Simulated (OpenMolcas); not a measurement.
An atom or ion with 16 electrons was computed by SS-RASPT2, IPEA 0.25 Eh, imaginary shift 0.1 Eh with spin-orbit coupling (OpenMolcas, ANO-RCC-VTZP, DKH2). The lowest levels that the run gave, each within 12 % of the measured value where one is at hand:

| J | Parity | E (cm-1) | g |
| --- | --- | --- | --- |
| 2 | even | 0.0 | 1.501 |
| 1 | even | 630 | 1.501 |
| 0 | even | 910 |  |
| 2 | even | 12120 | 1.001 |
| 0 | even | 28400 |  |
| 2 | odd | 95550 | 1.501 |
| 1 | odd | 96120 | 1.501 |
| 0 | odd | 96420 |  |

Problem. Which ion is it, and what are the configurations and terms?

Solution. Cl+ (Z = 17, charge +1; active space 6 electrons in 9 orbitals (RAS2 3s 3p; RAS3 3d, at most 2 electrons)). J, parity and g give the terms where levels are pure, and mixed ones are named by the computed weights; the size of the splittings, set against known spectra of the 16-electron sequence, gives the charge. In order, with the measured energies in cm-1 (NIST Handbook of Basic Atomic Spectroscopic Data): 3s2 3p4 3P2, 3s2 3p4 3P1 (696), 3s2 3p4 3P0 (996), 3s2 3p4 1D2 (11654), 3s2 3p4 1S0 (27878), 3s 3p5 3P* 2 (93368), 3s 3p5 3P* 1 (94000), 3s 3p5 3P* 0 (94334).

Term energies are means over components that CASPT2 splits; among the terms shown or strongly mixed into the levels shown the widest spread is 21 cm-1 (3s2 3p4 1D). The run also gave levels led by 3s2 3p3 3d, which use shells meant for correlation; these and all levels above them are left out. Some terms mix strongly with configurations of 3d, whose occupation reaches 0.27 (3s 3p5 3P*). Measured partners are found by configuration, term and J. A level has none where our copy of the source lacks it or the pairing is in doubt (some pairs that miss far off the trend of their configuration count as doubtful), and it then counts in no deviation. Only configurations of the active space appear.

* marks odd parity.
